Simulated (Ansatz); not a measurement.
`[Cl][SnH2][Br]` + `FCC=C(F)F` → `F[CH2][SnH2][Br]` + `FC(F)=CCl`  (formal exchange of groups at the Sn–Cl bond)

Computed with Ansatz on PBE0-D4/def2-TZVP structures; ΔE is electronic, products minus reactants. CCSD(T)/CBS adds triple-zeta CCSD(T) − MP2 to the extrapolated MP2 energy (def2 sets, frozen cores). DFT in def2-TZVPP. HSE06 is defined as in plane-wave codes. Elements past krypton have def2 core potentials. For Br, Sn outer-core shells are correlated without core-valence functions, which leaves a few kJ/mol of doubt a bond. Scalar relativity is left out up to krypton. One conformer a species, not always the lowest.

Is it downhill or uphill in electronic energy at CCSD(T)/CBS, and by how much? (An estimate is asked.)

Ansatz gave: Uphill: ΔE = +179.6 kJ/mol.

What do these levels give: HSE06-D4, r2SCAN, HSE06, BHLYP, CAM-B3LYP, HF/def2-SVP, CCSD/def2-SVP, CCSD(T)/def2-SVP, SCS-MP2/def2-TZVPP, CCSD/def2-TZVPP, SCS-MP2/def2-QZVPP, CCSD/CBS(def2)? (Estimate.)

Ansatz gave: HSE06-D4 176.4, r2SCAN 179.8, HSE06 176.9, BHLYP 189.3, CAM-B3LYP 180.6, HF/def2-SVP 214.4, CCSD/def2-SVP 191.1, CCSD(T)/def2-SVP 188.5, SCS-MP2/def2-TZVPP 178.6, CCSD/def2-TZVPP 179.0, SCS-MP2/def2-QZVPP 181.5, CCSD/CBS(def2) 182.9 kJ/mol.

Largest T1 diagnostic among the species: 0.012.

At CCSD(T), def2-SVP lies +8.9 kJ/mol from the extrapolated value and def2-TZVPP −3.9 kJ/mol. From r2SCAN to r2SCAN0 (25 % exact exchange), in def2-TZVPP and without D4, ΔE moves by +4.8 kJ/mol. Leaving LDA and LC-ωPBE aside and taking each functional with its dispersion term where it has one, the values, not all of them listed here, spread over 23.5 kJ/mol, from revPBE-D4 to BHLYP-D4.
